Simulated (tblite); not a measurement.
C2H13BrSi4.
Structure used (GFN2-xTB), in Å, numbered top down from 1:
```xyz
20
C2H13BrSi4 angstrom
Si     3.1260   -0.1912    0.5092
Si     1.5642   -1.4791   -0.6041
C      0.1683   -0.4325   -1.3962
Si    -0.7911    0.7936   -0.2996
Si    -2.8127    1.4624   -1.2245
C     -1.1150   -0.0638    1.3888
Br    -2.2403   -1.6382    1.1346
H      3.9965    0.5668   -0.3944
H      4.0070   -1.0165    1.3394
H      2.5244    0.7957    1.4154
H      0.9179   -2.4703    0.2683
H      2.1530   -2.2611   -1.7044
H     -0.5426   -1.1259   -1.8503
H      0.5915    0.1370   -2.2252
H      0.1327    1.8846    0.0816
H     -2.6058    2.6222   -2.0963
H     -3.7913    1.8557   -0.2060
H     -3.4285    0.4099   -2.0359
H     -1.6524    0.5772    2.0831
H     -0.2069   -0.4157    1.8715
```

Level: GFN2-xTB in tblite, geometry and Hessian alike; calculated harmonic values, unscaled, isolated species. The method is semi-empirical: single wavenumbers can be off by several per cent or more. Modes of hydrogen on silicon can be 10 to 20 % off. One conformer, not necessarily the lowest. The optimisation stopped once no atom felt more than 0.01 eV/Å.

Lowest wavenumbers of the output (negative numbers stand for imaginary wavenumbers):
```
mode    cm-1
  1     -25.2
  2      25.6
  3      27.1
  4      43.2
  5      58.7
  6      66.8
  7     100.2
  8     121.2
  9     158.1
 10     200.8
 11     232.2
 12     365.9
 13     429.5
 14     432.3
 15     441.9
```

Question: Is this structure a minimum?

Answer: Not by this Hessian. 1 mode is imaginary beyond 20i (25i cm⁻¹), so at this level the point lies at or near a first-order saddle. The curvature is small, so loose convergence or finite differences may be the whole cause.

Question: Which atoms move in the imaginary mode?

Answer: 25i: H8 (Si–H hydrogen) 31 %, H9 (Si–H hydrogen) 29 %, H10 (Si–H hydrogen) 19 %. These are shares of the mass-weighted motion.

Question: What is the remedy?

Answer: Step along that mode in both directions, optimise again with tighter thresholds and repeat the frequencies. The zero-point energy of this point (79.3 kcal/mol) counts the 53 real modes alone, and thermal corrections from it aren't those of a minimum.
